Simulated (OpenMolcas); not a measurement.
# Multiplet structure of Sr I

```yaml
Program: OpenMolcas 26.06
Method: "XMS-CASPT2, IPEA 0.25 Eh, imaginary shift 0.1 Eh (closed shells correlated: 4s 4p)"
Basis: ANO-RCC-VTZP [7s6p3d1f]
Scalar_Hamiltonian: DKH2, point nucleus
Active_space: 2 electrons in 8 orbitals (5s 5p 6s 6p)
State_averaging: 2S+1 = 3 even, 3 roots; 2S+1 = 1 even, 6 roots; 2S+1 = 3 odd, 3 roots; 2S+1 = 1 odd, 3 roots
Spin-orbit_coupling: state interaction with AMFI integrals over the reference wave functions, term energies averaged over their components
```

With spin-orbit coupling, above the lowest level:

```
Configuration  Term  J  E (cm⁻¹)  Measured (cm⁻¹)      g  Term weight %
          5s²    ¹S  0       0.0              0.0                   100
        5s 5p   ³P°  0     14190            14318                   100
        5s 5p   ³P°  1     14330            14504  1.501            100
        5s 5p   ³P°  2     14620            14899  1.501            100
        5s 5p   ¹P°  1     24590            21698  1.000            100
```

Against the 4 measured excited levels shown (NIST Handbook of Basic Atomic Spectroscopic Data) the mean absolute deviation is 870 cm-1; the largest miss in energy is 5s 5p ¹P°₁: computed 24590, measured 21698 cm⁻¹ (+13.3 %).

Active for correlation alone: 6p 6s; no level in the range computed is led by a configuration that fills them, so any true level of that kind is missing. Computed and measured levels are paired by configuration, term and J; levels that our copy of the source lacks, or whose pairing is in doubt (as where it misses far off the trend of its configuration), stay unpaired and out of the deviations. Only configurations of the active space appear. The first state left out of the spin-orbit step lies near 43000 cm-1 above the lowest spin-free state of the reference (among the parities and spins computed), and the list stops at four fifths of that energy or lower.

The term weight is that of the spin-free term in the level, not the purity of its configuration. ° marks odd parity.
